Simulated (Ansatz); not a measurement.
Computed with Ansatz on PBE0-D4/def2-TZVP structures; ΔE is electronic, products minus reactants. CCSD(T)/CBS adds triple-zeta CCSD(T) − MP2 to the extrapolated MP2 energy (def2 sets, frozen cores). This one scheme is used for every species. DFT in def2-TZVPP. B3LYP here is the variant with VWN-RPA as its local correlation; programs differ in this. Each species was taken in one conformer, which may not be the lowest.

Reaction (ligand exchange at the Si–O bond): `C[SiH](O)Cl` + `OC=S` → `C[SiH](Cl)OC=S` + H₂O

(1) Is it downhill or uphill in electronic energy at CCSD(T)/CBS, and by how much? (Estimate.)

(2) What do these levels give: B3LYP-D4, ωB97X-V, ωB97M-V, PBE, PBE0, HF/def2-TZVPP, MP2/def2-TZVPP, SCS-MP2/def2-TZVPP, CCSD/def2-TZVPP, HF/def2-QZVPP, SCS-MP2/def2-QZVPP, MP2/CBS(def2)? (An estimate is asked.)

Largest T1 diagnostic among the species: 0.018.

Results:

(1) The calculation gave: Uphill: ΔE = +5.1 kJ/mol.

(2) Computed: B3LYP-D4 7.8, ωB97X-V 11.1, ωB97M-V 11.0, PBE 17.3, PBE0 15.2, HF/def2-TZVPP 13.4, MP2/def2-TZVPP 5.5, SCS-MP2/def2-TZVPP 7.2, CCSD/def2-TZVPP 8.0, HF/def2-QZVPP 12.9, SCS-MP2/def2-QZVPP 6.2, MP2/CBS(def2) 3.7 kJ/mol.

In def2-TZVPP, CCSD(T) changes the Hartree–Fock value by −6.5 kJ/mol (the triples alone add −1.0 kJ/mol) and MP2 by −7.9 kJ/mol. The D4 term adds −7.8 kJ/mol with B3LYP and −4.7 kJ/mol with PBE0; it sums over pairs of atoms, weighted by their polarisabilities, and B3LYP, whose exchange is more repulsive, gets the larger term.
